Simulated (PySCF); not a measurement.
CH₂FNO₂Si, SMILES O(C#N)[Si@H](F)O. Atoms are numbered in the order given.

```xyz
8

N      2.6448     1.2905     0.3456
C      1.6228     0.7721     0.5407
O      0.4971     0.2041     0.7961
Si    -0.5338    -0.6217    -0.2767
O     -1.8515    -1.0457     0.5753
F     -0.8550     0.4405    -1.4429
H      0.1250    -1.8080    -0.8235
H     -2.3731    -0.3865     1.0497
```

Geometry: B3LYP-D3(BJ)/def2-SVP. The structure was generated by enumeration; whether it is a known compound was not checked. Other conformers were not sampled.

Two levels are set side by side: PBE/pcSseg-1 (PySCF) and HF/pcSseg-1 (PySCF). GIAO shifts against CFCl3 (¹⁹F), H2O (¹⁷O), NH3 (¹⁵N), TMS (²⁹Si), TMS (¹H), TMS (¹³C) at the same level; non-relativistic, no solvent, atoms listed together averaged. Differences are taken from unrounded values.

```
quantity                  HF
--------------------  ------
δ(¹⁵N) of N1 (ppm)     195.4
δ(¹³C) of C2 (ppm)     119.6
δ(¹⁷O) of O3 (ppm)      48.7
δ(²⁹Si) of Si4 (ppm)   -64.4
δ(¹⁷O) of O5 (ppm)      35.1
δ(¹⁹F) of F6 (ppm)    -112.3
δ(¹H) of H7 (ppm)       4.38
δ(¹H) of H8 (ppm)       3.57
```

Problem. What does PBE give, and how far is it from HF? (The exact figures need the calculation; the answer reports its results.)

Solution. 
| quantity | PBE | PBE minus HF |
|---|---|---|
| δ(¹⁵N) of N1 (ppm) | 190.7 | -4.7 |
| δ(¹³C) of C2 (ppm) | 109.2 | -10.4 |
| δ(¹⁷O) of O3 (ppm) | 94.2 | 45.5 |
| δ(²⁹Si) of Si4 (ppm) | -56.7 | 7.7 |
| δ(¹⁷O) of O5 (ppm) | 65.1 | 30.0 |
| δ(¹⁹F) of F6 (ppm) | -154.1 | -41.8 |
| δ(¹H) of H7 (ppm) | 5.00 | 0.62 |
| δ(¹H) of H8 (ppm) | 3.07 | -0.51 |

Rough cost on one machine, each run with all the roots and properties that it gave: HF against PBE within a factor of 2.
